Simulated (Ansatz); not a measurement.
Basis sets compared for the cluster LiAg6⁺. Charge 1, multiplicity 1. Geometry r2SCAN-D4/def2-SVP. Ansatz on 4 threads of Arm Neoverse V1 on a shared host; times are rough, and most runs start from earlier orbitals.

```csv
atom,x (Å),y (Å),z (Å)
Li1,1.7408,-0.3866,1.9038
Ag2,-0.5071,0.9904,0.7008
Ag3,1.9191,1.3532,-0.4988
Ag4,-2.2227,-0.5647,-0.8845
Ag5,-0.5056,1.1729,-2.1000
Ag6,-0.9652,-1.5666,1.5425
Ag7,0.5408,-0.9987,-0.6638
```

In the def2 sets Ag takes a core potential; there is no spin–orbit coupling. Another isomer (singlet) lies 0.59 eV lower at PBE0-D4/def2-TZVP; other spin states weren't run for this one.

```
           level  functions  energy (Eh)  HOMO (eV)  LUMO (eV)  wall time
 PBE-D4/def2-SVP        195    -889.3045      -8.49      -7.70        6 s
PBE0-D4/def2-SVP        195    -889.1872      -8.88      -6.84       11 s
```

Q: Estimate the rows for PBE-D4/def2-TZVP (with forces), PBE0-D4/def2-TZVP.

A: 
```tsv
level	functions	energy (Eh)	HOMO (eV)	LUMO (eV)	wall time
PBE-D4/def2-TZVP (with forces)	254	-889.5452	-8.50	-7.69	7.5 s
PBE0-D4/def2-TZVP	254	-889.4175	-8.88	-6.82	17 s
```
